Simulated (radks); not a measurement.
Results of a calculation; reference values are marked as such.
Species: Yb II. Configuration: [Xe] 4f14 6s1.

Level of theory: Dirac Kohn-Sham, BLYP, spin-unpolarised, spherical densities, finite nucleus; Fermi nuclear charge, rms radius 5.3108 fm (a radial shooting solver on a logarithmic mesh with Libxc functionals).

Energy parts (eV):
| part | energy |
|---|---|
| total | -382998.62 |
| kinetic | 425381.49 |
| electron-nucleus | -950523.12 |
| Hartree | 150180.23 |
| exchange-correlation | -8037.21 |

Orbitals (lengths in bohr, moments of r in powers of bohr; <r^-3> diverges for s and p1/2):
[
 {"orbital": "1s1/2", "occ.": "2", "eigenvalue (eV)": "-61163.38", "<r^-3>": "-", "<r^4>": "7.559e-07", "<r>": "0.01966"},
 {"orbital": "2s1/2", "occ.": "2", "eigenvalue (eV)": "-10362.40", "<r^-3>": "-", "<r^4>": "0.0001156", "<r>": "0.08275"},
 {"orbital": "2p1/2", "occ.": "2", "eigenvalue (eV)": "-9886.070", "<r^-3>": "-", "<r^4>": "0.00007036", "<r>": "0.06872"},
 {"orbital": "2p3/2", "occ.": "4", "eigenvalue (eV)": "-8838.713", "<r^-3>": "13470", "<r^4>": "0.00009806", "<r>": "0.07622"},
 {"orbital": "3s1/2", "occ.": "2", "eigenvalue (eV)": "-2340.455", "<r^-3>": "-", "<r^4>": "0.004345", "<r>": "0.2163"},
 {"orbital": "3p1/2", "occ.": "2", "eigenvalue (eV)": "-2129.876", "<r^-3>": "-", "<r^4>": "0.003875", "<r>": "0.2061"},
 {"orbital": "3p3/2", "occ.": "4", "eigenvalue (eV)": "-1907.592", "<r^-3>": "2976", "<r^4>": "0.004960", "<r>": "0.2201"},
 {"orbital": "3d3/2", "occ.": "4", "eigenvalue (eV)": "-1548.519", "<r^-3>": "509.6", "<r^4>": "0.003443", "<r>": "0.1935"},
 {"orbital": "3d5/2", "occ.": "6", "eigenvalue (eV)": "-1499.947", "<r^-3>": "441.5", "<r^4>": "0.003714", "<r>": "0.1978"},
 {"orbital": "4s1/2", "occ.": "2", "eigenvalue (eV)": "-465.5021", "<r^-3>": "-", "<r^4>": "0.1055", "<r>": "0.4878"},
 {"orbital": "4p1/2", "occ.": "2", "eigenvalue (eV)": "-380.2534", "<r^-3>": "-", "<r^4>": "0.1176", "<r>": "0.4956"},
 {"orbital": "4p3/2", "occ.": "4", "eigenvalue (eV)": "-329.8973", "<r^-3>": "674.0", "<r^4>": "0.1514", "<r>": "0.5280"},
 {"orbital": "4d3/2", "occ.": "4", "eigenvalue (eV)": "-189.5760", "<r^-3>": "99.25", "<r^4>": "0.2078", "<r>": "0.5535"},
 {"orbital": "4d5/2", "occ.": "6", "eigenvalue (eV)": "-180.4105", "<r^-3>": "84.31", "<r^4>": "0.2258", "<r>": "0.5650"},
 {"orbital": "5s1/2", "occ.": "2", "eigenvalue (eV)": "-61.4375", "<r^-3>": "-", "<r^4>": "4.107", "<r>": "1.209"},
 {"orbital": "5p1/2", "occ.": "2", "eigenvalue (eV)": "-38.4235", "<r^-3>": "-", "<r^4>": "7.291", "<r>": "1.368"},
 {"orbital": "5p3/2", "occ.": "4", "eigenvalue (eV)": "-32.3203", "<r^-3>": "79.36", "<r^4>": "10.31", "<r>": "1.487"},
 {"orbital": "4f5/2", "occ.": "6", "eigenvalue (eV)": "-10.3153", "<r^-3>": "12.69", "<r^4>": "2.606", "<r>": "0.7753"},
 {"orbital": "6s1/2", "occ.": "1", "eigenvalue (eV)": "-9.3394", "<r^-3>": "-", "<r^4>": "300.7", "<r>": "3.527"},
 {"orbital": "4f7/2", "occ.": "8", "eigenvalue (eV)": "-8.9977", "<r^-3>": "12.01", "<r^4>": "3.249", "<r>": "0.7989"}
]

The highest occupied level is 4f7/2 at -8.998 eV. Summed over all electrons, <r^2> = 50.87 bohr^2, which gives a Langevin (diamagnetic) susceptibility term of -40.3 x 10^-6 cm^3/mol. For comparison, the ionisation energy in NIST's Atomic Spectra Database is 12.179 eV (measured). In exact Kohn-Sham theory the highest level is minus the ionisation energy, but local and semilocal functionals leave it too shallow, through self-interaction and a potential that decays too fast; potentials with the right tail come closer. The density falls to 0.001 e/bohr^3 at r = 4.33 bohr.

Beside tabulated values, note that spin-unpolarised runs miss the spin-polarisation part of the exchange energy of open shells.
